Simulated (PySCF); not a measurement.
Adamantane, C₁₀H₁₆.
SMILES with atom numbers: `[CH2:1]1[C@H:2]2[CH2:3][C@H:4]3[CH2:5][C@@H:6]1[CH2:7][C@@H:8]([CH2:9]2)[CH2:10]3` (hydrogens: H11, H12 on C1; H13 on C2; H14, H15 on C3; H16 on C4; H17, H18 on C5; H19 on C6; H20, H21 on C7; H22 on C8; H23, H24 on C9; H25, H26 on C10)

The same species was optimised twice, with GFN2-xTB and with PBE0-D3(BJ)/def2-SVP (PySCF), and the same property calculations (PySCF, gas phase) were run on both structures.

```csv
coordinate,GFN2-xTB,PBE0-D3(BJ)/def2-SVP,change
C8–C9 (Å),1.528,1.533,+0.005
C3–C4 (Å),1.528,1.533,+0.005
C4–C5 (Å),1.528,1.533,+0.005
C1–C2 (Å),1.528,1.532,+0.004
C2–C3 (Å),1.528,1.532,+0.004
C1–C6 (Å),1.528,1.532,+0.004
C7–C8 (Å),1.528,1.533,+0.005
C8–C10 (Å),1.528,1.532,+0.004
C4–C10 (Å),1.528,1.532,+0.004
C2–C9 (Å),1.528,1.532,+0.004
C6–C7 (Å),1.528,1.532,+0.004
C5–C6 (Å),1.528,1.532,+0.004
C2–C9–C8 (°),109.4,109.7,+0.3
C2–C3–C4 (°),109.4,109.7,+0.3
C2–C1–C6 (°),109.4,109.7,+0.3
C4–C5–C6 (°),109.4,109.7,+0.3
C6–C7–C8 (°),109.4,109.7,+0.3
C4–C10–C8 (°),109.4,109.7,+0.3
C3–C2–C9 (°),109.5,109.3,-0.2
C7–C8–C10 (°),109.5,109.3,-0.2
```

Rotational constants: A = 1709, B = 1709, C = 1709 MHz (GFN2-xTB) against A = 1697, B = 1696, C = 1696 MHz (PBE0-D3(BJ)/def2-SVP). Point groups within 0.08 Å: Td and Td.

On the GFN2-xTB structure: HOMO (eV) -7.82 [PBE0/pcSseg-1]; LUMO (eV) 1.07 [PBE0/pcSseg-1]; GIAO shielding of C1 (×6) (mean) (ppm) 146.1 [PBE0/pcSseg-1]; GIAO shielding of C2/C4/C6/C8 (mean) (ppm) 155.7 [PBE0/pcSseg-1].

Q: What do these properties become on the PBE0-D3(BJ)/def2-SVP structure?

A: 
```csv
property,level,on GFN2-xTB,on PBE0-D3(BJ)/def2-SVP,change
HOMO (eV),PBE0/pcSseg-1,-7.82,-7.84,-0.02
LUMO (eV),PBE0/pcSseg-1,1.07,1.03,-0.04
"energy, GFN2-xTB geometry as zero (kcal/mol)",PBE0/pcSseg-1,0.0,-0.3,-0.3
GIAO shielding of C1 (×6) (mean) (ppm),PBE0/pcSseg-1,146.1,144.1,-2.0
GIAO shielding of C2/C4/C6/C8 (mean) (ppm),PBE0/pcSseg-1,155.7,154.0,-1.7
```

The heavy atoms differ by 0.005 Å rms after alignment. Among bonds between heavy atoms 12 bonds (C1–C2, C1–C6, C2–C3, C2–C9, C3–C4, C4–C5 and others) change most and about equally (+0.004 to +0.005 Å). Changes are differences of the printed values. Neither structure is proved a minimum here.
